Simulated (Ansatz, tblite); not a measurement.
Cost and result up the ladder for Ca3Te2 (5 atoms). Total charge 0; singlet. Geometry: PBE-D4/def2-SVP.

```xyz
5

Ca    1.800    0.551   -0.901
Ca   -1.753   -0.066   -1.130
Ca   -0.047   -0.485    2.030
Te    0.388   -2.055   -0.481
Te   -0.388    2.055    0.483
```

Ansatz; hardware A = 2 threads of AMD EPYC 7R13 on a shared host; B = 2 threads of AMD EPYC 7R13 on a shared host and a share (18 GiB) of an NVIDIA H100 80GB HBM3; xTB runs through tblite on one thread. Times are rough, summed over both states, and most runs start from the orbitals of an earlier one. PBE0-D4/def2-TZVP serves as the yardstick here, not as an exact answer. Differences are given only for rows in sets of like size (and for xTB, whose basis is part of the method), since another set adds its own error. The other state is a doublet.

In the def2 sets Te takes a core potential; there is no spin–orbit coupling. The xTB rows come from tblite. Correlated methods freeze 23 core orbitals; core or outer-core shells of Ca, Te are correlated, in sets that lack core-valence functions. The rows differ in basis, and correlated rows in double-zeta sets carry the largest basis error. The structure comes from a short search, and lower isomers may exist.

Run but left out: HF/def2-SVP, r2SCAN-D4/def2-TZVP (singlet: restricted singlet, unstable towards broken spin symmetry).

Correlated methods converge slowly with the basis, most of all in double-zeta sets.

Raw xTB energies of ions are shifted by several eV.

```json
{"level": "GFN1-xTB", "functions": "45", "wall time": "0.013 s"}
{"level": "GFN2-xTB", "functions": "45", "wall time": "0.088 s"}
{"level": "PBE-D4/def2-TZVP [A]", "functions": "208", "wall time": "14 s"}
{"level": "CCSD(T)/def2-SVP [B]", "functions": "124", "wall time": "27 s"}
{"level": "PBE0-D4/def2-TZVP (with forces) [A]", "functions": "208", "wall time": "32 s"}
```

Q: Estimate what each level gives for the vertical IE (eV).

A: 
```
                              level  vertical IE (eV)  difference from PBE0-D4/def2-TZVP (eV)                            remarks
                           GFN1-xTB              7.38                                    2.82                                  –
                           GFN2-xTB              7.16                                    2.60                                  –
               PBE-D4/def2-TZVP [A]              4.65                                    0.10                                  –
               CCSD(T)/def2-SVP [B]              4.63                                       –  restricted SCF unstable (singlet)
PBE0-D4/def2-TZVP (with forces) [A]              4.56                                    0.00                                  –
```
